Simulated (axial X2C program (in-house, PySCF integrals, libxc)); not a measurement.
Excited states of PbH⁻ by EOM-EE-CCSD

Calculated with an axial X2C code built on PySCF integrals: two-component X2C with atomic mean-field Coulomb and Gaunt terms, Gaussian nuclei, basis Pb dyall-acv3z, H dyall-av3z with contracted cores.

R = 1.902 Å (near the PBE0 minimum at charge -1 of the determinant lowest at the starting distance; the state shown can have its own minimum elsewhere).

Hartree–Fock spinors of PbH⁻ (one of each Kramers pair; a window near the gap, which can cut inner shells):

```json
{"ω": "1/2", "occupied": "yes", "ε (eV)": "-21.87", "character": "99% Pb d"}
{"ω": "5/2", "occupied": "yes", "ε (eV)": "-21.79", "character": "100% Pb d"}
{"ω": "3/2", "occupied": "yes", "ε (eV)": "-21.78", "character": "99% Pb d"}
{"ω": "1/2", "occupied": "yes", "ε (eV)": "-10.61", "character": "63% Pb s, 26% H s, 9% H p"}
{"ω": "1/2", "occupied": "yes", "ε (eV)": "-4.09", "character": "47% Pb p, 34% H s, 11% Pb s"}
{"ω": "1/2", "occupied": "yes", "ε (eV)": "-0.80", "character": "85% Pb p, 9% H p, 2% H d"}
{"ω": "1/2", "occupied": "no", "ε (eV)": "2.95", "character": "85% Pb p, 12% H s"}
{"ω": "3/2", "occupied": "no", "ε (eV)": "3.29", "character": "100% Pb p"}
{"ω": "1/2", "occupied": "no", "ε (eV)": "3.48", "character": "98% Pb p"}
{"ω": "1/2", "occupied": "no", "ε (eV)": "4.00", "character": "74% H s, 12% Pb p, 12% Pb s"}
{"ω": "1/2", "occupied": "no", "ε (eV)": "5.07", "character": "67% Pb s, 18% Pb d, 8% Pb p"}
{"ω": "3/2", "occupied": "no", "ε (eV)": "5.53", "character": "89% Pb p, 9% H p"}
```

Vertical excitation energies from the closed-shell determinant state of PbH⁻:

```tsv
Ω	excitation (eV)	cm⁻¹	hole of the leading pair	particle of the leading pair	weight of the pair (for Ω = 0 its time-reversed partner can hold as much again)	singles weight
1	0.284	2289	85% Pb pπ, 8% H pπ	88% Pb pπ, 9% H pπ	0.97	0.97
2	0.785	6329	84% Pb pπ, 8% H pπ	89% Pb pπ, 8% H pπ	0.96	0.96
0⁻	1.544	12454	84% Pb pπ, 8% H pπ	43% Pb pσ, 31% H sσ, 22% Pb sσ	0.48	0.95
0⁺	1.554	12530	85% Pb pπ, 8% H pπ	44% Pb pσ, 31% H sσ, 22% Pb sσ	0.48	0.95
1	1.591	12832	84% Pb pπ, 8% H pπ	53% Pb pσ, 26% H sσ, 16% Pb sσ	0.95	0.95
0⁻	1.849	14916	84% Pb pπ, 8% H pπ	94% Pb pπ	0.48	0.96
1	1.854	14953	84% Pb pπ, 8% H pπ	96% Pb pπ	0.96	0.96
0⁺	1.928	15549	83% Pb pπ, 8% H pπ	50% Pb pσ, 21% H sσ, 19% Pb sσ	0.47	0.95
0⁻	1.930	15563	83% Pb pπ, 8% H pπ	50% Pb pσ, 22% H sσ, 19% Pb sσ	0.48	0.95
1	1.973	15917	83% Pb pπ, 8% H pπ	43% Pb pσ, 30% H sσ, 22% Pb sσ	0.94	0.95
```

This point took 110 s on 1 thread of Arm Neoverse N1, on a shared host.

Reference electrons by ω block (each with its −ω partner): 1/2: 24, 3/2: 12, 5/2: 5, 7/2: 1. 16 electrons of PbH⁻ correlated (inner shells frozen), 88 natural virtual spinors (a truncated set); levels can be off by some tenths of an eV. Roots sought by Ω: (0: 5, 1: 4, 2: 3, 3: 1); rows need 60 % singles weight and stop where some Ω has no more roots. Missing are any skipped roots, higher Ω and states of a further excitation; these come out far too high here and may in truth be low or lowest. T1 of the reference 0.013 (Lee–Taylor). The highest Hartree–Fock level of the anion lies at -0.80 eV; relaxation, partly offset by correlation, puts the detachment threshold some tenths of an eV to over one eV lower in magnitude, and states above it are held by the basis set and are not bound. Number of frozen shells: Pb 5 s, 4 p, 2 d, 1 f; H none.
